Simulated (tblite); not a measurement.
BeCl (SMILES [Be+][Cl]), charge +1, singlet, at a GFN2-xTB geometry (such geometries of metal compounds can be far from the true shape); IPEA1-xTB in tblite.

The tblite input:
```
$ tblite run mol.xyz --method ipea1 --charge 1 --spin 0 --json tblite.json --no-restart

# file mol.xyz
2

Be    -0.00000000    -0.00000000    -1.34550453
Cl     0.00000000     0.00000000     0.31658930
```

The log (banner, timings and long lists left out):

```
xTB calculator
 | screened Coulomb repulsion
 | Coulomb electrostatics
 |  * isotropic Klopman-Ohno-Mataga-Nishimoto electrostatics
 |  * onsite third-order electrostatics
 | DFT-D3(BJ) dispersion correction

halogen bonding energy    0.0000000000000E+00 Eh
repulsion energy          6.0462555562802E-02 Eh
dispersion energy        -3.8301232636058E-04 Eh
number of electrons       8.0000000000000E+00 e
integral cutoff           3.4450026789812E+01 bohr

------------------------------------------------------------
  cycle        total energy    energy error   density error
------------------------------------------------------------
      1     -4.296087494749  -4.3561670E+00   8.0542330E-01
      2     0.5778123202301E-01   4.3538687E+00   1.8666008E+00
      3     -4.452774661420  -4.5105559E+00   5.0644982E-01
      4     -4.562965269588  -1.1019061E-01   1.4821115E-01
      5     -4.578568437776  -1.5603168E-02   7.6196827E-02
      6     -4.581834853660  -3.2664159E-03   4.9951439E-02
      7     -4.582869235030  -1.0343814E-03   3.8141123E-02
      8     -4.584290565314  -1.4213303E-03   4.2122443E-03
      9     -4.584304862982  -1.4297668E-05   2.1176775E-04
     10     -4.584304868252  -5.2692419E-09   2.1474673E-05
     11     -4.584304868678  -4.2663029E-10   1.7933601E-06
------------------------------------------------------------

electronic energy        -4.6443844119147E+00 Eh
total energy             -4.5843048686783E+00 Eh

Post processing:
 | Mayer-Wiberg bond orders

[Info] JSON dump of results written to 'tblite.json'
```
